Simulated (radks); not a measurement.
Problem. Excited configurations of Bi III: one electron is placed in a higher orbital outside [Hg]. The ground configuration is [Hg] 6p1. Calculated with a radial shooting solver on a logarithmic mesh with Libxc functionals: Dirac Kohn-Sham, PBEsol, spin-unpolarised, spherical densities, finite nucleus; open shells are shared between the two j in proportion to 2j + 1; Fermi nuclear charge, rms radius 5.5211 fm. Excitation = E - E(ground); binding = E(ion) - E, where the ion is the core of charge +3; n* = 3/sqrt(2 binding) in atomic units, and the quantum defect is n - n*. Eigenvalue and <r> are those of j = l + 1/2.

outer orbital  excitation (eV)  binding (eV)     n*  quantum defect  eigenvalue (eV)  <r> (bohr)
5f                      15.070         8.512  3.793           1.207           -6.425       4.846
6d                      10.989        12.593  3.118           2.882          -10.014       4.060
7s                       9.808        13.774  2.982           4.018          -11.758       4.607
7p                      12.729        10.853  3.359           3.641           -8.992       5.656
7d                      16.253         7.329  4.088           2.912           -6.121       7.707
7f                      19.497         4.084  5.475           1.525           -3.433       13.28

Estimate the row for 6f.

Solution. excitation (eV) 17.734; binding (eV) 5.847; n* 4.576; quantum defect 1.424; eigenvalue (eV) -4.738; <r> (bohr) 8.507. The Delta-SCF ionisation energy is 23.582 eV (NIST Atomic Spectra Database: 25.571 eV, measured). Self-interaction in the functional shifts the binding energies and quantum defects, so they are the method's values and not measured ones. Spin polarisation and multiplet splitting are left out, so open shells lie too high by an amount that depends on their filling. Sharing an open shell by 2j + 1 raises it above the true ground level by a part of the spin-orbit splitting, which enters the differences from NIST.

Beside tabulated values, note that spin-unpolarised runs miss the spin-polarisation part of the exchange energy of open shells.
